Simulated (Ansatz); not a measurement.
Geometry optimisation, RKS r2SCANh/def2-SVP in Ansatz 0.2.0.

Input file:

```yaml
crystal:
  periodic: [false, false, false]
  atoms:
    - { symbol: "N", position_ang: [-1.01886, -0.21153, -1.27951] }
    - { symbol: Cd, position_ang: [0.32725, -0.33053, 0.26447] }
    - { symbol: S, position_ang: [0.98694, 1.24744, 1.94757] }
    - { symbol: H, position_ang: [-1.5951, -1.04769, -1.36752] }
    - { symbol: H, position_ang: [-0.53627, -0.13178, -2.17574] }
    - { symbol: H, position_ang: [1.83605, 0.47409, 2.61073] }
basis:
  gaussian: { orbitals: def2-SVP }
hamiltonian:
  xc: r2scanh
relax:
  f_tol: 0.015
  max_steps: 40
```

Launched with:

```bash
$ ansatz run input.yaml --threads 1 --pin off --max-ram 2048MiB --backend cpu --events-out ev --progress --plain --runs-dir out
```

Q: Where does it end, and by what steps?

A: The run converged. After 7 steps the energy has fallen by 0.452 eV; Cd2 moved furthest, 0.75 Å.

```tsv
step	energy less start (eV)	largest force component (eV/Å)	accepted
0	0.0000	1.045	yes
1	-0.2038	0.534	yes
2	-0.3262	0.450	yes
3	-0.4023	0.574	yes
4	-0.4466	0.460	yes
5	-0.4513	0.068	yes
6	-0.4517	0.034	yes
7	-0.4519	0.008	yes
```

```xyz
6
Properties=species:S:1:pos:R:3
N -0.995 -0.257 -1.356
Cd -0.006 0.342 0.282
S 1.009 1.224 2.192
H -1.479 -1.145 -1.242
H -0.403 -0.357 -2.179
H 1.874 0.193 2.303
```

Whether the end is a true minimum wasn't checked by a vibrational analysis.

Run time: 50 s on 1 CPU thread of a shared host.
